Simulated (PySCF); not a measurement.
Compound: C4H8O3Si.
Geometry (PBE0-D3(BJ)/def2-SVP, Å), atoms numbered from 1 in this order:
```xyz
16
C4H8O3Si angstrom
C      3.6489   -1.0584    0.4613
C      2.5845   -0.8536   -0.3070
O      1.4100   -0.4021    0.2344
C      0.3512   -0.2084   -0.5892
O      0.3616   -0.3994   -1.7668
C     -0.8173    0.2846    0.2327
O     -1.9202    0.4809   -0.5773
Si    -3.3988    1.0552   -0.0632
H      4.5758   -1.4166    0.0128
H      3.6173   -0.8757    1.5375
H      2.5474   -1.0166   -1.3868
H     -0.9944   -0.4639    1.0306
H     -0.4869    1.2095    0.7466
H     -3.9879    0.1383    0.9623
H     -4.2636    1.1157   -1.2689
H     -3.2473    2.4134    0.5465
```

Level: PBE0/def2-SVPD in PySCF, non-relativistic, on one gas-phase PBE0-D3(BJ)/def2-SVP geometry that isn't relaxed in the solvent. The solvent is an IEF-PCM continuum (Bondi radii, 1.10 Å for H, scaled by 1.2). The model holds no explicit solvent molecules, cavitation or dispersion.

Gas phase at PBE0/def2-SVPD: HOMO -7.50 eV, LUMO -0.61 eV, dipole 2.51 D.

Task: What does the continuum do to the energy, the frontier levels and the dipole at PBE0/def2-SVPD in dichloromethane and acetonitrile?

Result: 
```
        solvent      ε  E(solvent) − E(gas) (kcal/mol)  polarisation term (kcal/mol)  distortion of the solute (kcal/mol)  HOMO (eV)  LUMO (eV)  dipole (D)
dichloromethane   8.93                           -5.49                         -6.37                                 0.88      -7.47      -0.61        3.37
   acetonitrile  35.69                           -6.43                         -7.68                                 1.25      -7.47      -0.62        3.54
```

The polarisation term is half the interaction of the solute with the surface charges that it induces; the rest is the cost of distorting the solute's density. The sum is the electrostatic part of solvation alone. From dichloromethane to acetonitrile the lowering changes by a factor 1.17, Onsager's factor (ε − 1)/(2ε + 1) by 1.14 and ε itself by 4.0.

Task: Which radius a makes the point-dipole formula ΔE = −[(ε − 1)/(2ε + 1)]·μ²/a³ give the value in acetonitrile, with the gas-phase dipole?

Result: μ = 0.989 au and |ΔE| = 0.01024 Eh give a = 1.89 Å; the farthest nucleus lies 4.79 Å from the centroid of the nuclei, so such a sphere wouldn't even hold the nuclei. The formula assumes a rigid point dipole at the centre of a sphere.

Task: Give the dipole vector in the frame of the coordinates (D, pointing from negative to positive charge), gas and acetonitrile.

Result: Gas (0.09, 0.40, 2.48), solvent (0.28, 0.51, 3.49). Its length changes by +41 % and its direction by 3°.

Task: How does the static polarisability (PBE0/def2-SVPD, frozen core, with the continuum's full static response) change?

Result: 
```tsv
medium	isotropic (au)	principal values (au)	⟨r²⟩ of the electrons (bohr²)
gas	89.9	66.1, 80.7, 122.8	1895.4
dichloromethane	111.6	85.3, 104.2, 145.2	1894.2
acetonitrile	115.7	89.6, 108.8, 148.7	1894.1
```

The isotropic value in acetonitrile is 1.29 times the gas-phase one; no cavity-field correction is applied. ⟨r²⟩ is taken about the centre of nuclear charge.
